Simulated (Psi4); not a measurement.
Interaction energy of CH3Cl ··· H6Si2 (SMILES CCl and [SiH3][SiH3]). Monomers: optimised at B3LYP-D3(BJ) (def2-TZVP), held rigid. Orientation: lowest of the rigid-body minima from ten starts at GFN2-xTB. The monomers approach along the line of their centres of mass (distance R); nothing else relaxes.

Calculation: SAPT0/jun-cc-pVDZ, frozen core (Psi4 1.11).

Components in kcal/mol:

```json
[
 {"R / Å": "3.33", "electrostatics": "-8.12", "exchange": "18.84", "induction": "-2.16", "dispersion": "-5.41", "total": "3.15"},
 {"R / Å": "3.57", "electrostatics": "-4.48", "exchange": "9.53", "induction": "-1.14", "dispersion": "-3.64", "total": "0.26"},
 {"R / Å": "3.73", "electrostatics": "-3.06", "exchange": "6.00", "induction": "-0.75", "dispersion": "-2.82", "total": "-0.63"},
 {"R / Å": "3.93", "electrostatics": "-1.93", "exchange": "3.34", "induction": "-0.45", "dispersion": "-2.07", "total": "-1.10"},
 {"R / Å": "4.17", "electrostatics": "-1.15", "exchange": "1.64", "induction": "-0.25", "dispersion": "-1.44", "total": "-1.20"},
 {"R / Å": "4.30", "electrostatics": "-0.88", "exchange": "1.11", "induction": "-0.18", "dispersion": "-1.19", "total": "-1.14"},
 {"R / Å": "4.60", "electrostatics": "-0.50", "exchange": "0.45", "induction": "-0.09", "dispersion": "-0.78", "total": "-0.93"},
 {"R / Å": "4.91", "electrostatics": "-0.31", "exchange": "0.17", "induction": "-0.05", "dispersion": "-0.52", "total": "-0.70"},
 {"R / Å": "5.41", "electrostatics": "-0.16", "exchange": "0.04", "induction": "-0.02", "dispersion": "-0.28", "total": "-0.42"},
 {"R / Å": "6.15", "electrostatics": "-0.08", "exchange": "0.00", "induction": "-0.01", "dispersion": "-0.13", "total": "-0.21"},
 {"R / Å": "7.14", "electrostatics": "-0.04", "exchange": "0.00", "induction": "0.00", "dispersion": "-0.05", "total": "-0.09"},
 {"R / Å": "8.45", "electrostatics": "-0.02", "exchange": "0.00", "induction": "0.00", "dispersion": "-0.02", "total": "-0.04"}
]
```
